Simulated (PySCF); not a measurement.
A structure optimised at PBE-D3(BJ)/def2-SVP, used in a PySCF frequency run:

```xyz
10

N     -0.9398     1.4196     0.2068
Si    -0.0073     0.0028     0.0116
N      1.6424     0.4139     0.2806
O     -0.7726    -1.1222     0.9887
F      0.0311    -0.6862    -1.4855
H     -0.6296     2.3080    -0.1861
H     -1.9500     1.3724     0.3406
H      2.3797    -0.1506    -0.1447
H      1.9310     0.7884     1.1859
H     -0.6466    -2.0389     0.6895
```

Q: Write its SMILES and formula.

A: N[Si](N)(O)F, FH₅N₂OSi

Q: What are its rotational constants (standard atomic weights)?

A: 3.9300, 3.8228, 3.3075 GHz
